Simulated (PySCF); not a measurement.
## How methods differ on the excitation energy of Co²⁺

Co²⁺ [Ar] 3d7 (4F) → Co²⁺ [Ar] 3d6 4p1 (high-spin determinant), as a difference of total energies. Computed with PySCF 2.14 in aug-cc-pwCVTZ, with no relativity, point nucleus. Correlated levels: valence: [Ar] frozen; valence and next inner shell: [Ne] frozen; nothing frozen. The calculations carry no spin-orbit coupling.

| method | excitation energy (cm⁻¹) |
| --- | --- |
| UHF | 88520 |
| LDA | 101360 |
| PBE | 100390 |
| PBE0 | 99348 |
| r2SCAN | 99409 |
| M06-L | 102240 |
| M06 | 99418 |
| BP86 | 101460 |
| MP2 (valence) | 100960 |
| SCS-MP2 (valence) | 103640 |
| MP2 (valence and next inner shell) | 102830 |
| SCS-MP2 (valence and next inner shell) | 103930 |
| MP2 (all electrons) | 102980 |
| SCS-MP2 (all electrons) | 103970 |

A first-order spin-orbit estimate (lowest level to lowest level, LS coupling) adds 0.071 eV.

The determinant of the upper state mixes LS terms, which raises its energy above the lowest term, most at the Hartree-Fock and MP2 levels.
